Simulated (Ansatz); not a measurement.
Program: Ansatz. Geometries: PBE0-D4/def2-TZVP. ΔE: electronic, gas phase. CBS: MP2 limit from def2 TZ/QZ plus the TZ coupled-cluster correction, frozen cores. DFT in def2-TZVPP. B3LYP here is the variant with VWN-RPA as its local correlation; programs differ in this. Elements past krypton have def2 core potentials. For W outer-core shells are correlated without core-valence functions, which leaves a few kJ/mol of doubt a bond. Each species was taken in one conformer, which may not be the lowest.

Consider the redistribution: `[CH3][W](=[NH])(=[NH])[Cl]` + `NB[SiH2]Cl` → `[NH]=[W](=[NH])([Cl])[Cl]` + `C[SiH2]BN`.

| level | ΔE (eV) |
| --- | --- |
| B97M-V | -0.42 |
| B3LYP-D4 | -0.35 |
| LC-ωPBE | -0.33 |
| SCS-MP2/def2-QZVPP | -0.37 |

Problem. What does CCSD(T)/CBS give? (An estimate is asked.)

Solution. Ansatz gave: -0.31 eV. The listed levels differ from it by -0.11, -0.04, -0.02, -0.06 eV.

Problem. What do rigid-rotor, harmonic-oscillator terms from PBE0-D4/def2-TZVP frequencies (298.15 K, 1 bar) make of the CCSD(T)/CBS value? (Best estimate.)

Solution. Ansatz gave: ΔZPE = +0.01 eV, ΔH = -0.29 eV, ΔS = -9 J/(mol·K), ΔG = -0.27 eV.

Largest T1 diagnostic among the species: 0.020.

From r2SCAN to r2SCAN0 (25 % exact exchange), in def2-TZVPP and without D4, ΔE moves by +0.03 eV. In def2-TZVPP, CCSD(T) changes the Hartree–Fock value by −0.05 eV (the triples alone add −0.04 eV) and MP2 by −0.14 eV.
